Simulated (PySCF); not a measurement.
# Radial density of Mg (magnesium, neutral)

UHF, [Ne] 3s1 4s1, 4s spin antiparallel (an excited configuration). All numbers are calculated (PySCF 2.14, the spin-free X2C one-electron Hamiltonian (Gaussian nucleus), in dyall-av3z).

```
r (bohr)  4πr²ρ (e/bohr)
 0.00265         0.09971
 0.00446          0.2642
 0.00750          0.6811
  0.0126           1.677
  0.0212           3.813
  0.0357           7.569
  0.0601           11.96
   0.101           13.10
   0.170           9.025
   0.286           7.838
   0.481           11.13
   0.809           7.211
    1.36           1.522
    2.29          0.7064
    3.85          0.4387
    6.47         0.05043
    10.9       0.0004409
```

Densities and radii are taken from the X2C orbitals without a picture-change correction, which distorts them close to the nucleus.

The outer electron is Rydberg-like, and this basis confines it to a smaller radius and binds it less than a complete one would. With the s spin flipped the determinant is a mixture of two multiplicities, not a spectroscopic state.
